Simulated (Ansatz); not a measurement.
This geometry of C2H8GeN2O (14 atoms, charge 0, multiplicity 1) is a first-order saddle point.

Computed with RHF/def2-SVP in Ansatz.

```xyz
14
Properties=species:S:1:pos:R:3
N 1.823 0.475 0.529
C 0.504 0.995 0.512
N -0.463 0.186 -0.221
Ge -0.946 -1.538 0.327
C -0.893 0.565 -1.443
O -1.592 -0.102 -2.144
H 2.398 0.509 -0.284
H 2.229 0.131 1.368
H 0.471 1.998 0.079
H 0.169 1.094 1.544
H -0.373 -1.661 1.745
H -2.467 -1.656 0.368
H -0.323 -2.588 -0.590
H -0.550 1.564 -1.759
```

(1) Which two structures does it join? (They come from a converged band through this point; their orientation in space is the band's.)

(2) How far does it lie above each of them?

Results:

(1) No bond is made or broken. The height of N1 over the plane of its neighbours goes from -0.34 to 0.36 Å.

First end point:

```xyz
14
Properties=species:S:1:pos:R:3
N 1.879 0.680 0.607
C 0.493 1.039 0.560
N -0.379 0.168 -0.221
Ge -0.946 -1.527 0.348
C -0.791 0.531 -1.456
O -1.466 -0.156 -2.160
H 2.280 0.598 -0.310
H 2.037 -0.181 1.098
H 0.407 2.046 0.151
H 0.121 1.085 1.583
H -0.361 -1.649 1.763
H -2.468 -1.582 0.395
H -0.360 -2.611 -0.553
H -0.457 1.531 -1.777
```

Last end point:

```xyz
14
Properties=species:S:1:pos:R:3
N 1.867 0.825 0.065
C 0.516 0.917 0.562
N -0.383 0.068 -0.193
Ge -1.161 -1.520 0.422
C -0.651 0.384 -1.485
O -1.344 -0.283 -2.190
H 2.468 1.500 0.504
H 2.257 -0.087 0.222
H 0.199 1.959 0.478
H 0.412 0.646 1.617
H -0.668 -1.633 1.872
H -2.682 -1.409 0.387
H -0.661 -2.710 -0.394
H -0.182 1.313 -1.838
```

(2) 3.6 kcal/mol above the first and 2.2 kcal/mol above the second. This is the barrier of this one path; another mechanism may lie lower.

Run time: 12 min on 2 threads of Arm Neoverse V1, with other jobs on the host, peak memory 0.44 GiB.
